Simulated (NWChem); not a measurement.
The numbers come from NWChem runs, not from measurements. System: H3BrSi, charge 0, spin multiplicity 1, at a geometry optimised with PBE0/def2-SVP. The structure started from a generated list of species. Level: B3LYP/def2-TZVPP, VWN1-RPA local correlation.

The NWChem input:

```
start mol
memory heap 200 mb stack 900 mb global 1100 mb
geometry units angstroms nocenter noautoz
  Si     0.036523    -1.470582     0.000000
  Br    -0.018754     0.755126     0.000000
  H      0.753380    -1.929570     1.221530
  H      0.753380    -1.929570    -1.221530
  H     -1.361696    -1.982132     0.000000
  symmetry group Cs
end
basis spherical
  * library def2-tzvpp
end
dft
  xc b3lyp
  semidirect memsize 60000000 filesize 0
  iterations 100
end
task dft energy
```

Part of the output:

```
             Northwest Computational Chemistry Package (NWChem) 7.3.0
             --------------------------------------------------------

                                NWChem Input Module
                                -------------------

 Scaling coordinates for geometry "geometry" by  1.889725989
 (inverse scale =  0.529177249)

 Turning off AUTOSYM since
 SYMMETRY directive was detected!

                             Geometry "geometry" -> ""
                             -------------------------

 Output coordinates in angstroms (scale by  1.889725989 to convert to a.u.)

  No.       Tag          Charge          X              Y              Z
 ---- ---------------- ---------- -------------- -------------- --------------
    1 Si                  14.0000     0.03652300    -1.47058200     0.00000000
    2 Br                  35.0000    -0.01875400     0.75512600     0.00000000
    3 H                    1.0000     0.75338000    -1.92957000     1.22153000
    4 H                    1.0000     0.75338000    -1.92957000    -1.22153000
    5 H                    1.0000    -1.36169600    -1.98213200     0.00000000

 Effective nuclear repulsion energy (a.u.)     150.2665821936

            Nuclear Dipole moment (a.u.)
            ----------------------------
        X                 Y               Z
 ---------------- ---------------- ----------------
    -0.0000075589    -0.0000188973     0.0000000000

      Symmetry information
      --------------------

 Group name             Cs
 Group number              2
 Group order               2
 No. of unique centers     4

      Symmetry unique atoms

     1    2    3    5


 Summary of "ao basis" -> "" (spherical)
 ------------------------------------------------------------------------------
       Tag                 Description            Shells   Functions and Types
 ---------------- ------------------------------  ------  ---------------------
 *                         def2-tzvpp                 on all atoms

                                 NWChem DFT Module
                                 -----------------

 Summary of "ao basis" -> "ao basis" (spherical)
 ------------------------------------------------------------------------------
       Tag                 Description            Shells   Functions and Types
 ---------------- ------------------------------  ------  ---------------------
 Si                        def2-tzvpp               14       42   5s5p3d1f
 Br                        def2-tzvpp               16       48   6s5p4d1f
 H                         def2-tzvpp                6       14   3s2p1d

 Summary of "ao basis" -> "ao basis" (spherical)
 ------------------------------------------------------------------------------
       Tag                 Description            Shells   Functions and Types
 ---------------- ------------------------------  ------  ---------------------
 Si                        def2-tzvpp               14       42   5s5p3d1f
 Br                        def2-tzvpp               16       48   6s5p4d1f
 H                         def2-tzvpp                6       14   3s2p1d

      Symmetry analysis of basis
      --------------------------

        a'         84
        a"         48

            General Information
            -------------------
          SCF calculation type: DFT
          Wavefunction type:  closed shell.
          No. of atoms     :     5
          No. of electrons :    52
           Alpha electrons :    26
            Beta electrons :    26
          Charge           :     0
          Spin multiplicity:     1
          Use of symmetry is: on ; symmetry adaption is: on
          Maximum number of iterations: 100
          AO basis - number of functions:   132
                     number of shells:    48
          Convergence on energy requested:  1.00D-06
          Convergence on density requested:  1.00D-05
          Convergence on gradient requested:  5.00D-04

              XC Information
              --------------
                         B3LYP Method XC Potential
                     Hartree-Fock (Exact) Exchange  0.200
                        Slater Exchange Functional  0.800 local
                    Becke 1988 Exchange Functional  0.720 non-local
              Lee-Yang-Parr Correlation Functional  0.810
                  VWN I RPA Correlation Functional  0.190 local

             Grid Information
             ----------------
          Grid used for XC integration:  medium
          Radial quadrature: Mura-Knowles
          Angular quadrature: Lebedev.
          Tag              B.-S. Rad. Rad. Pts. Rad. Cut. Ang. Pts.
          ---              ---------- --------- --------- ---------
          Si                  1.10       88           9.0       590
          Br                  1.15      112          10.0       590
          H                   0.35       45          10.0       434
          Grid pruning is: on
          Number of quadrature shells:   290
          Spatial weights used:  Erf1

          Convergence Information
          -----------------------
          Convergence aids based upon iterative change in
          total energy or number of iterations.
          Levelshifting, if invoked, occurs when the
          HOMO/LUMO gap drops below (HL_TOL):  1.00D-02
          DIIS, if invoked, will attempt to extrapolate
          using up to (NFOCK): 10 stored Fock matrices.

                    Damping( 0%)  Levelshifting(0.5)       DIIS
                  --------------- ------------------- ---------------
          dE  on:    start            ASAP                start
          dE off:    2 iters        100 iters           100 iters

      Screening Tolerance Information
      -------------------------------
          Density screening/tol_rho:  1.00D-10
          AO Gaussian exp screening on grid/accAOfunc:  14
          CD Gaussian exp screening on grid/accCDfunc:  20
          XC Gaussian exp screening on grid/accXCfunc:  20
          Schwarz screening/accCoul:  1.00D-08

      Superposition of Atomic Density Guess
      -------------------------------------

 Sum of atomic energies:       -2862.73383817

      Non-variational initial energy
      ------------------------------

 Total energy =   -2863.149363
 1-e energy   =   -4283.580913
 2-e energy   =    1270.164967
 HOMO         =      -0.373121
 LUMO         =       0.034752

      Symmetry analysis of molecular orbitals - initial
      -------------------------------------------------

  Numbering of irreducible representations:

     1 a'          2 a"

  Orbital symmetries:

     1 a'          2 a'          3 a'          4 a'          5 a'
     6 a"          7 a'          8 a'          9 a"         10 a'
    11 a'         12 a"         13 a'         14 a'         15 a'
    16 a"         17 a'         18 a'         19 a"         20 a'
    21 a'         22 a'         23 a'         24 a"         25 a'
    26 a"         27 a'         28 a'         29 a'         30 a"
    31 a'         32 a"         33 a'         34 a'         35 a'
    36 a"

------------------------------------------------------------
EAF file 0: "./mol.aoints.0" size=524288 bytes
------------------------------------------------------------
               write      read    awrite     aread      wait
               -----      ----    ------     -----      ----
     calls:        1         0         0         0         0
   data(b): 5.24e+05  0.00e+00  0.00e+00  0.00e+00
   time(s): 0.00e+00  0.00e+00  0.00e+00  0.00e+00  0.00e+00
rate(mb/s): 0.00e+00  0.00e+00
------------------------------------------------------------

   convergence    iter        energy       DeltaE   RMS-Dens  Diis-err    time
 ---------------- ----- ----------------- --------- --------- ---------  ------
 d= 0,ls=0.0,diis     1  -2865.5132758322 -3.02D+03  4.06D-03  7.96D-01     2.3
 d= 0,ls=0.0,diis     2  -2865.5247945297 -1.15D-02  3.14D-03  2.15D-01     2.6
 d= 0,ls=0.0,diis     3  -2865.5400390109 -1.52D-02  1.27D-03  8.00D-02     2.8
 d= 0,ls=0.0,diis     4  -2865.5498607506 -9.82D-03  1.37D-04  2.52D-04     3.1
 d= 0,ls=0.0,diis     5  -2865.5498933998 -3.26D-05  3.22D-05  3.83D-05     3.3
  Resetting Diis
 d= 0,ls=0.0,diis     6  -2865.5498972858 -3.89D-06  3.54D-06  7.34D-07     3.6
 d= 0,ls=0.0,diis     7  -2865.5498973398 -5.40D-08  1.66D-06  5.09D-08     3.8

         Total DFT energy =    -2865.549897339779
      One electron energy =    -4284.872477175521
           Coulomb energy =     1382.472185473124
    Exchange-Corr. energy =     -113.416187831030
 Nuclear repulsion energy =      150.266582193647

 Numeric. integr. density =       51.999991442389

     Total iterative time =      3.1s

                  Occupations of the irreducible representations
                  ----------------------------------------------

                     irrep           alpha         beta
                     --------     --------     --------
                     a'               19.0         19.0
                     a"                7.0          7.0

                       DFT Final Molecular Orbital Analysis
                       ------------------------------------

 Vector   24  Occ=2.000000D+00  E=-3.746677D-01  Symmetry=a'
              MO Center= -9.2D-04,  3.9D-02, -2.3D-15, r^2= 2.9D+00
   Bfn.  Coefficient  Atom+Function         Bfn.  Coefficient  Atom+Function
  ----- ------------  ---------------      ----- ------------  ---------------
    59      0.414768  2 Br py                53     -0.299541  2 Br py
    56      0.269326  2 Br py                16     -0.235530  1 Si py
    62      0.216493  2 Br py                48      0.116283  2 Br s
    47      0.111840  2 Br s                 13     -0.107944  1 Si py
     7      0.104228  1 Si py                50      0.091543  2 Br py

 Vector   25  Occ=2.000000D+00  E=-3.023436D-01  Symmetry=a'
              MO Center= -8.4D-02,  3.3D-01,  7.0D-17, r^2= 2.5D+00
   Bfn.  Coefficient  Atom+Function         Bfn.  Coefficient  Atom+Function
  ----- ------------  ---------------      ----- ------------  ---------------
    58      0.477643  2 Br px                52     -0.337351  2 Br px
    55      0.311043  2 Br px                61      0.303074  2 Br px
   120      0.113513  5 H  s                121      0.103764  5 H  s
    49      0.102785  2 Br px                15     -0.074806  1 Si px
   119      0.073689  5 H  s                 92     -0.056757  3 H  s

 Vector   26  Occ=2.000000D+00  E=-3.023436D-01  Symmetry=a"
              MO Center=  6.8D-02,  3.4D-01,  3.8D-15, r^2= 2.5D+00
   Bfn.  Coefficient  Atom+Function         Bfn.  Coefficient  Atom+Function
  ----- ------------  ---------------      ----- ------------  ---------------
    60      0.477793  2 Br pz                54     -0.337456  2 Br pz
    57      0.311139  2 Br pz                63      0.303168  2 Br pz
    51      0.102817  2 Br pz                92     -0.098304  3 H  s
   106      0.098304  4 H  s                 93     -0.089861  3 H  s
   107      0.089861  4 H  s                 17     -0.074828  1 Si pz

 Vector   27  Occ=0.000000D+00  E=-2.279681D-02  Symmetry=a'
              MO Center=  2.7D-02, -1.1D+00,  1.1D-14, r^2= 5.1D+00
   Bfn.  Coefficient  Atom+Function         Bfn.  Coefficient  Atom+Function
  ----- ------------  ---------------      ----- ------------  ---------------
    19      0.853319  1 Si py                48     -0.584426  2 Br s
    62      0.500742  2 Br py                 5      0.411005  1 Si s
     4      0.301174  1 Si s                 16      0.281451  1 Si py
    59      0.212361  2 Br py                56      0.172242  2 Br py
    47     -0.166114  2 Br s                 53     -0.164044  2 Br py

 Vector   28  Occ=0.000000D+00  E= 2.974469D-02  Symmetry=a'
              MO Center=  4.0D-02, -1.6D+00, -6.6D-17, r^2= 5.4D+00
   Bfn.  Coefficient  Atom+Function         Bfn.  Coefficient  Atom+Function
  ----- ------------  ---------------      ----- ------------  ---------------
     5      2.012472  1 Si s                 93     -1.153903  3 H  s
   107     -1.153903  4 H  s                121     -1.148650  5 H  s
    19     -0.750884  1 Si py                 4      0.596085  1 Si s
     3     -0.288093  1 Si s                 62      0.150014  2 Br py
    16     -0.135932  1 Si py                48      0.107181  2 Br s

 Vector   29  Occ=0.000000D+00  E= 3.008335D-02  Symmetry=a'
              MO Center=  3.8D-01, -1.3D+00,  4.2D-17, r^2= 4.3D+00
   Bfn.  Coefficient  Atom+Function         Bfn.  Coefficient  Atom+Function
  ----- ------------  ---------------      ----- ------------  ---------------
    18      1.552434  1 Si px               121      1.383344  5 H  s
    93     -0.687263  3 H  s                107     -0.687263  4 H  s
    61     -0.354261  2 Br px                15      0.343515  1 Si px
   120      0.123784  5 H  s                 12      0.090371  1 Si px
    28     -0.090666  1 Si d  0               6     -0.088711  1 Si px

 center of mass
 --------------
 x =  -0.00563515 y =   0.22689743 z =   0.00000000

 moments of inertia (a.u.)
 ------------------
         424.762961066053          10.015569818892           0.000000000000
          10.015569818892          21.729334681263           0.000000000000
           0.000000000000           0.000000000000         425.011465407794

     Multipole analysis of the density
     ---------------------------------

     L   x y z        total         alpha         beta         nuclear
     -   - - -        -----         -----         ----         -------
     0   0 0 0     -0.000000    -26.000000    -26.000000     52.000000

     1   1 0 0      0.012500      0.006254      0.006254     -0.000008
     1   0 1 0     -0.503122     -0.251551     -0.251551     -0.000019
     1   0 0 1      0.000000      0.000000      0.000000      0.000000

     2   2 0 0    -25.242586    -18.014250    -18.014250     10.785913
     2   1 1 0     -0.046495      2.576373      2.576373     -5.199240
     2   1 0 1      0.000000      0.000000      0.000000      0.000000
     2   0 2 0    -23.372448   -121.691829   -121.691829    220.011210
     2   0 1 1     -0.000000     -0.000000     -0.000000      0.000000
     2   0 0 2    -25.243726    -17.950375    -17.950375     10.657024

 Task  times  cpu:        3.8s     wall:        3.8s

 Total times  cpu:        3.9s     wall:        3.9s
```
